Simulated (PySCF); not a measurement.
## Fractional electron number in Ta (tantalum, neutral)

The 6s beta orbital of [Xe] 4f14 5d3 6s2 is emptied in steps (occupation f), with all orbitals relaxed, ending at [Xe] 4f14 5d3 6s1. All numbers are calculated (PySCF 2.14, a scalar-relativistic core potential, in aug-cc-pVDZ-PP with ECP60MDF). The exact energy is a straight line in f; departures are measured from the line between the end points of the same method.

| f | r2SCAN0 (eV) |
| --- | --- |
| 1 | 0.000 |
| 0.75 | -0.298 |
| 0.5 | -0.381 |
| 0.25 | -0.264 |
| 0 | 0.000 |

```
 method  E(f=0) − E(f=1) (eV)  −ε at f=1 (eV)  −ε at f=0.5 (eV)
r2SCAN0                 6.872           5.231             6.957
```

Orbital energy along the path (eV):

| f | r2SCAN0 |
| --- | --- |
| 1 | -5.231 |
| 0.75 | -6.120 |
| 0.5 | -6.957 |
| 0.25 | -7.700 |
| 0 | -7.740 |

Reference removal energy between the ground levels: 7.550 eV (measured; NIST Atomic Spectra Database, ionization energies). The calculation has no spin-orbit coupling.
